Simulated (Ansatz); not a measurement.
A nudged elastic band was laid between two geometries of C2H6LiN (10 atoms, charge 0, multiplicity 1).

The calculation used Ansatz 0.2.0, RKS PBE-D4/def2-SVP.

```json
{"movable images": "9", "climbing image": "yes", "spring": "5.0 eV/Å²", "optimiser": "quadratic models (default)", "start path": "IDPP", "force threshold": "0.05 eV/Å", "iteration limit": "60", "end points": "relaxed"}
```

First end point:

```xyz
10
Properties=species:S:1:pos:R:3
Li -0.709 -1.892 -0.018
C 0.191 -0.660 1.148
N 0.393 -0.357 -0.319
C -0.426 0.756 -0.782
H 1.134 -1.130 1.511
H 0.056 0.279 1.734
H 1.374 -0.165 -0.573
H -0.212 1.715 -0.247
H -1.500 0.532 -0.581
H -0.302 0.923 -1.872
```

Last end point:

```xyz
10
Properties=species:S:1:pos:R:3
Li 0.062 -1.730 -1.040
C -0.100 -1.094 0.764
N 0.587 -0.116 -0.160
C -0.285 0.978 -0.573
H 0.696 -1.563 1.387
H -0.786 -0.564 1.466
H 1.453 0.289 0.229
H 0.225 1.652 -1.293
H -0.660 1.590 0.285
H -1.193 0.558 -1.066
```

**Question.** Which bonds break or form, and what moves?

**Answer.** No bond is made or broken. The dihedral C2–N3–C4–H8 goes from 60 to -177°. The two ends are copies of one structure, up to a mirror image or an exchange of like atoms.

**Question.** What energy profile does the band end with?

**Answer.** The run converged. The highest image is number 5 of 0 to 10, 17.9 kJ/mol above the ends, which have the same energy within 2 meV. A vibrational analysis at the climbing image gives one clearly imaginary mode, 290i cm⁻¹: a first-order saddle point.

```json
{"image": "0", "path coordinate (Å)": "0.00", "energy (kJ/mol)": "0.0", "dihedral C2–N3–C4–H8 (°)": "60"}
{"image": "1", "path coordinate (Å)": "0.33", "energy (kJ/mol)": "1.3", "dihedral C2–N3–C4–H8 (°)": "70"}
{"image": "2", "path coordinate (Å)": "0.65", "energy (kJ/mol)": "5.4", "dihedral C2–N3–C4–H8 (°)": "82"}
{"image": "3", "path coordinate (Å)": "0.98", "energy (kJ/mol)": "11.0", "dihedral C2–N3–C4–H8 (°)": "95"}
{"image": "4", "path coordinate (Å)": "1.31", "energy (kJ/mol)": "16.0", "dihedral C2–N3–C4–H8 (°)": "108"}
{"image": "5", "path coordinate (Å)": "1.63", "energy (kJ/mol)": "17.9", "dihedral C2–N3–C4–H8 (°)": "121"}
{"image": "6", "path coordinate (Å)": "1.97", "energy (kJ/mol)": "15.9", "dihedral C2–N3–C4–H8 (°)": "134"}
{"image": "7", "path coordinate (Å)": "2.30", "energy (kJ/mol)": "11.1", "dihedral C2–N3–C4–H8 (°)": "147"}
{"image": "8", "path coordinate (Å)": "2.63", "energy (kJ/mol)": "5.5", "dihedral C2–N3–C4–H8 (°)": "160"}
{"image": "9", "path coordinate (Å)": "2.96", "energy (kJ/mol)": "1.4", "dihedral C2–N3–C4–H8 (°)": "172"}
{"image": "10", "path coordinate (Å)": "3.29", "energy (kJ/mol)": "0.0", "dihedral C2–N3–C4–H8 (°)": "-177"}
```

**Question.** What is the geometry of the highest image?

**Answer.** 
```xyz
10
Properties=species:S:1:pos:R:3:forces:R:3
Li -0.147 -1.912 -0.700 0.01 0.01 0.01
C -0.009 -0.968 0.955 -0.02 0.01 -0.01
N 0.527 -0.184 -0.235 -0.03 -0.01 -0.02
C -0.361 0.901 -0.688 0.01 -0.01 0.00
H 0.883 -1.377 1.487 0.01 0.00 0.00
H -0.517 -0.288 1.677 0.01 0.00 0.00
H 1.463 0.210 -0.070 0.01 0.01 0.00
H 0.138 1.892 -0.649 0.00 0.00 0.01
H -1.261 0.958 -0.040 0.00 0.00 0.00
H -0.716 0.767 -1.737 0.01 -0.01 0.01
```

**Question.** What are the harmonic wavenumbers there?

**Answer.** 290i, 179, 319, 404, 479, 666, 803, 852, 953, 1054, 1073, 1111, 1186, 1321, 1359, 1388, 1419, 1431, 2917, 2922, 2986, 2998, 3045, 3350 cm⁻¹.

The band took 4 iterations and about 90 core-seconds.

Run time: 87 s on 1 thread of Intel(R) Xeon(R) Platinum 8488C (Sapphire Rapids), with other jobs on the host, peak memory 0.13 GiB.
